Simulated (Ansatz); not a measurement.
In₁₀As₁₀H₂₈⁻. Charge -1, multiplicity 2. Geometry r2SCAN-D4/def2-SVP, that of the neutral singlet; atoms count from 1.

Cartesian coordinates in Å:
```
In 1.635 -4.514 1.915
In 4.224 -0.166 -3.207
In -0.584 1.646 -4.005
In -2.625 -2.956 2.211
In -3.889 0.395 -1.043
In 0.141 -1.015 -0.589
In 3.175 0.284 2.194
In 1.448 3.063 -0.459
In -1.212 1.674 2.429
In -2.710 4.522 -0.797
As 2.395 -1.705 -1.870
As -0.462 -3.241 0.741
As 2.579 -2.245 3.064
As -1.664 -0.226 -2.325
As 3.432 2.183 -2.109
As -0.555 3.531 -2.095
As -4.337 -1.831 0.475
As -2.010 -0.707 3.535
As -3.105 2.242 0.660
As 0.856 0.922 1.009
H 0.993 -5.513 3.166
H 2.737 -4.927 0.653
H 5.737 -0.569 -2.489
H 3.711 -0.190 -4.847
H -1.742 1.977 -5.238
H 1.051 1.093 -4.203
H -3.280 -4.239 3.154
H -5.321 0.676 -1.963
H 4.275 0.035 0.877
H 3.413 1.220 3.623
H 2.111 4.345 0.497
H -1.041 2.799 3.726
H -4.041 4.583 -1.894
H -2.153 5.737 0.294
H 2.008 -2.899 -2.719
H 3.123 -2.496 -0.805
H -0.965 -4.160 -0.356
H 3.796 -2.704 3.844
H 1.703 -2.051 4.286
H -2.008 -1.494 -3.083
H 3.367 3.149 -3.272
H 4.691 2.761 -1.497
H -0.006 4.747 -2.819
H -4.783 -2.954 -0.438
H -5.662 -1.671 1.192
H -3.128 -0.478 4.530
H -0.969 -1.117 4.554
H -4.348 2.484 1.494
```

In the def2 sets In takes a core potential; there is no spin–orbit coupling. Single mean-field runs in def2-TZVP are fitted with def2-universal-jkfit.

(1) Estimate the Mulliken populations of the heavy atoms from the PBE0/def2-TZVP orbitals of Ansatz.

(2) Where does the spin sit?

(3) And the Mayer bond orders between heavy atoms (over 0.3)?

Answers

(1) 
| atom | charge (e) | spin (α − β) |
| --- | --- | --- |
| In1 | 0.31 | 0.13 |
| In2 | 0.32 | 0.12 |
| In3 | 0.37 | 0.06 |
| In4 | 0.48 | 0.13 |
| In5 | 0.58 | 0.03 |
| In6 | 0.74 | 0.25 |
| In7 | 0.40 | 0.02 |
| In8 | 0.59 | 0.02 |
| In9 | 0.63 | 0.02 |
| In10 | 0.40 | 0.00 |
| As11 | -0.37 | 0.04 |
| As12 | -0.56 | 0.03 |
| As13 | -0.40 | 0.00 |
| As14 | -0.58 | 0.04 |
| As15 | -0.38 | 0.00 |
| As16 | -0.60 | 0.00 |
| As17 | -0.38 | 0.00 |
| As18 | -0.40 | 0.00 |
| As19 | -0.63 | 0.00 |
| As20 | -0.91 | 0.04 |
Mulliken values depend strongly on the basis.

(2) Summed by element: In 0.78, As 0.15, H 0.08, of 1 unpaired in all. Largest on single atoms: In6 0.25, In1 0.13, In4 0.13.

(3) In1–As12 0.64 (2.72 Å); In1–As13 0.59 (2.71 Å); In2–As11 0.61 (2.74 Å); In2–As15 0.59 (2.71 Å); In3–As14 0.60 (2.74 Å); In3–As16 0.63 (2.68 Å); In4–As12 0.75 (2.63 Å); In4–As17 0.62 (2.69 Å); In4–As18 0.61 (2.68 Å); In5–As14 0.73 (2.64 Å); In5–As17 0.54 (2.73 Å); In5–As19 0.69 (2.63 Å); In6–As11 0.54 (2.68 Å); In6–As12 0.54 (2.66 Å); In6–As14 0.60 (2.62 Å); In6–As20 0.63 (2.61 Å); In7–As13 0.56 (2.74 Å); In7–As20 0.65 (2.68 Å); In8–As15 0.57 (2.73 Å); In8–As16 0.72 (2.63 Å); In8–As20 0.68 (2.66 Å); In9–As18 0.51 (2.74 Å); In9–As19 0.67 (2.65 Å); In9–As20 0.75 (2.62 Å); In10–As16 0.64 (2.70 Å); In10–As19 0.58 (2.73 Å).
